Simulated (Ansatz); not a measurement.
The same path of C2H8GeN2O (14 atoms, charge 0, multiplicity 1) was run twice with different band settings. The coordinate that changes most is the height of N1 over the plane of its neighbours.

Theory: Ansatz, RHF/def2-SVP.

Relaxed end points:

```xyz
14
Properties=species:S:1:pos:R:3
N 1.879 0.680 0.607
C 0.493 1.039 0.560
N -0.379 0.168 -0.221
Ge -0.946 -1.527 0.348
C -0.791 0.531 -1.456
O -1.466 -0.156 -2.160
H 2.280 0.598 -0.310
H 2.037 -0.181 1.098
H 0.407 2.046 0.151
H 0.121 1.085 1.583
H -0.361 -1.649 1.763
H -2.468 -1.582 0.395
H -0.360 -2.611 -0.553
H -0.457 1.531 -1.777
```

```xyz
14
Properties=species:S:1:pos:R:3
N 1.867 0.825 0.065
C 0.516 0.917 0.562
N -0.383 0.068 -0.193
Ge -1.161 -1.520 0.422
C -0.651 0.384 -1.485
O -1.344 -0.283 -2.190
H 2.468 1.500 0.504
H 2.257 -0.087 0.222
H 0.199 1.959 0.478
H 0.412 0.646 1.617
H -0.668 -1.633 1.872
H -2.682 -1.409 0.387
H -0.661 -2.710 -0.394
H -0.182 1.313 -1.838
```

Common settings: spring 5.0 eV/Å²; optimiser quadratic models (default); start path through a guess of the saddle point; force threshold 0.05 eV/Å; iteration limit 60; end points relaxed.

| run | movable images | climbing image |
| --- | --- | --- |
| 1 | 7 | yes |
| 2 | 1 | no |

Question: What does each run give, and how far can it be trusted?

Answer: Run 1: converged after 31 iterations, highest image 0.158 eV above the first end. A vibrational analysis at the climbing image gives one clearly imaginary mode, 634i cm⁻¹: a first-order saddle point.
Run 2: converged after 9 iterations, highest image 0.062 eV above the first end. The highest image is an end point: on this band no image between the ends rises above it. So few images can step over the top or miss a turn of the path.
